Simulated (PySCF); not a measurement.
Levels of Os⁷³⁺ from EOM-EA-GCCSD

Reference: closed-shell Os⁷⁴⁺, 1s2; one electron is added. Calculated with PySCF 2.14, two-component X2C-1e with screened spin-orbit coupling, an even-tempered Gaussian basis (16 s from 28 bohr⁻², ratio 2.6; 13 p from 36 bohr⁻², ratio 2.6; 6 d from 37 bohr⁻², ratio 2.8; 3 f from 1500 bohr⁻², ratio 2.8); frozen nothing; the 30 highest virtual spinors dropped; of the others 56 kept and the rest restored at second order. No Breit or QED terms. Binding energies in eV.

```json
{"level": "2s1/2", "Koopmans": "20948.7", "second order": "20949.0", "EOM-CCSD": "20949.0"}
{"level": "2p1/2", "Koopmans": "20757.8", "second order": "20758.3", "EOM-CCSD": "20758.3"}
{"level": "2p3/2", "Koopmans": "19028.0", "second order": "19028.4", "EOM-CCSD": "19028.4"}
```

Electric-dipole lines between these computed levels:

```csv
lower,upper,ΔE (eV),vacuum wavelength (nm)
2s1/2,2p1/2,190.68,6.502
2s1/2,2p3/2,1920.6,0.6455
```

For comparison, the ionisation energy of Os⁷³⁺ is 20920.6 ± 0.22 eV (theoretical estimate listed by NIST; NIST Atomic Spectra Database, ionization energies).

Only part of the computed levels is shown.
